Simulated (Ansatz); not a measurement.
Calculated with Ansatz (gas phase, PBE0-D4/def2-TZVP geometries, no zero-point term in ΔE). CBS: MP2 limit from def2 TZ/QZ plus the TZ coupled-cluster correction, frozen cores. Functionals use def2-TZVPP. HSE06 is defined as in plane-wave codes. For Ge outer-core shells are correlated without core-valence functions, which leaves a few kJ/mol of doubt a bond. Scalar relativity is left out up to krypton. Each species was taken in one conformer, which may not be the lowest.

Consider the formal exchange of groups at a C–O bond: `FCOC(F)F` + GeH₄ → `F[CH](F)[GeH3]` + `OCF`.

```tsv
level	ΔE (kJ/mol)	difference from CCSD(T)/CBS
LDA (SPW92)	28.5	14.0
PBE-D4	12.2	-2.3
r2SCAN-D4	22.4	7.9
BHLYP-D4	23.9	9.4
CAM-B3LYP-D4	22.4	7.9
B2PLYP	17.5	3.0
PBE-QIDH	23.1	8.6
BLYP	7.9	-6.6
r2SCANh	23.6	9.1
HSE06	18.7	4.2
CAM-B3LYP	22.2	7.7
CCSD/def2-SVP	45.3	30.8
MP2/def2-TZVPP	18.0	3.5
SCS-MP2/def2-TZVPP	19.0	4.5
CCSD(T)/def2-TZVPP	21.3	6.8
HF/CBS(def2)	36.4	21.9
CCSD(T)/CBS	14.5	0
```

Largest T1 diagnostic among the species: 0.012.

From BLYP to BHLYP (50 % exact exchange), in def2-TZVPP and without D4, ΔE moves by +16.8 kJ/mol. Leaving LDA and LC-ωPBE aside and taking each functional with its dispersion term where it has one, the values, not all of them listed here, spread over 21.2 kJ/mol, from BLYP-D4 to B97M-V. LDA lies +16.6 kJ/mol from PBE without D4.
